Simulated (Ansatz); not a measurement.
`C[SiH](N)BF` + `O[SiH2][SiH3]` → `C[SiH](N)O` + `FB[SiH2][SiH3]`  (redistribution)

Computed with Ansatz on PBE0-D4/def2-TZVP structures; ΔE is electronic, products minus reactants. CCSD(T)/CBS is the MP2 limit (def2-TZVPP, def2-QZVPP) plus CCSD(T) − MP2 in def2-TZVPP, frozen cores. Functionals use def2-TZVPP. B3LYP here is the variant with VWN-RPA as its local correlation; programs differ in this. Each species was taken in one conformer, which may not be the lowest.

(1) Is it downhill or uphill in electronic energy at CCSD(T)/CBS, and by how much? (Best estimate.)

(2) What do these levels give: PBE0-D4, B2PLYP, PBE, r2SCAN, PBE0, B3LYP, MP2/def2-TZVPP, SCS-MP2/def2-TZVPP, CCSD/def2-TZVPP, MP2/def2-QZVPP, SCS-MP2/def2-QZVPP, MP2/CBS(def2)? (Best estimate.)

Largest T1 diagnostic among the species: 0.015.

## Answers

(1) Computed: Downhill: ΔE = -0.52 eV.

(2) The calculation gave: PBE0-D4 -0.53, B2PLYP -0.50, PBE -0.51, r2SCAN -0.55, PBE0 -0.52, B3LYP -0.49, MP2/def2-TZVPP -0.53, SCS-MP2/def2-TZVPP -0.49, CCSD/def2-TZVPP -0.51, MP2/def2-QZVPP -0.52, SCS-MP2/def2-QZVPP -0.49, MP2/CBS(def2) -0.52 eV.

In def2-TZVPP, CCSD(T) changes the Hartree–Fock value by −0.06 eV (the triples alone add −0.01 eV) and MP2 by −0.06 eV.
